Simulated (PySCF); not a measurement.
C2H6FNOSi, SMILES [SiH2](N)O/C=C/F.

Geometry: PBE0-D3(BJ)/def2-SVP. The structure was generated by enumeration; whether it is a known compound was not checked. Other conformers were not sampled.

All values below come from PBE/def2-TZVP in PySCF.

Isolated molecule, no solvent.

The total energy is -598.80964 hartree and the highest occupied level is -5.25 eV. The lowest empty level is -0.61 eV and the orbital gap is 4.64 eV. The dipole moment is 2.32 D and the quadrupole, principal values (traceless, Buckingham form, about the centre of nuclear charge) comes out as -9.75, 0.03, 9.72 D·Å. The mean static polarisability is 64.4 bohr³ (9.55 Å³) and the polarisability, principal values comes out as 49.3, 59.0, 85.0 bohr³.
